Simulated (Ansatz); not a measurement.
System: CW, charge 0, multiplicity 3. The spin state was set by rule; other spins were not relaxed. 
Structure (B3LYP-D3(BJ)/def2-TZVP (Ansatz, a program for electronic structure) minimum search):
SMILES: [C][W]
```xyz
2

W      0.0000     0.0000    -0.1279
C      0.0000     0.0000     1.5774
```
Charge 0, spin multiplicity 3.

Basis-set convergence of Hartree-Fock and MP2 correlation energies (hartree) with Ansatz. Correlated levels leave the core frozen unless marked. Open shells are spin-unrestricted. Spin-orbit coupling is left out. Frozen are the shells of the preceding noble gas and the d and f shells that filled before the atom's block. Past Kr the def2 sets carry scalar-relativistic core potentials.

The UHF reference is spin-contaminated (<S^2> 1.06 over the pure value in the largest basis). The T1 diagnostic of CCSD in the largest basis is 0.117, which is high, so the coupled-cluster rows are less sure than usual.

| basis | functions | E(HF) | E(corr, MP2) |
|---|---|---|---|
| def2-SVP | 46 | -104.01331 | -0.22144 |
| def2-TZVPP | 87 | -104.07455 | -0.26864 |
| def2-QZVPP | 138 | -104.07758 | -0.28339 |

Extrapolating the two largest sets (X = 3 and 4) as X^-3: E(corr) = (64·(-0.28339) - 27·(-0.26864))/37 = -0.2942 Eh, an estimate of the basis-set limit. The largest set recovers 96.3 % of it, the smallest 75.3 %.
